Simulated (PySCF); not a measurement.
**How methods differ on the ionisation energy of Xe⁺**

Xe⁺ [Kr] 4d10 5s2 5p5 (2P) → Xe²⁺ [Kr] 4d10 5s2 5p4 (3P), as a difference of total energies. Computed with PySCF 2.14 in cc-pVDZ-PP with ECP28MDF (4s3p2d, 23 functions), with scalar relativity through the core potential. Correlated levels: valence: 4s2 4p6 4d10 frozen. The calculations carry no spin-orbit coupling.

| method | ionisation energy (eV) |
| --- | --- |
| UHF | 20.150 |
| MN15 | 20.954 |
| MP2 (valence) | 20.631 |
| CCSD (valence) | 20.604 |
| CCSD(T) (valence) | 20.606 |

Question: Estimate what TPSS gives.

Answer: 21.130 eV, closest to MN15 among the rows shown.

Question: Estimate what SCS-MP2 (valence) gives.

Answer: 20.606 eV, closest to CCSD(T) (valence) among the rows shown.

The reference lies between the lowest fine-structure levels, while these numbers refer to the centres of the terms.

Errors of the correlated levels include the incompleteness of this basis and the frozen core.

For comparison: 20.975 eV (semi-empirical (NIST evaluation); NIST Atomic Spectra Database, ionization energies).
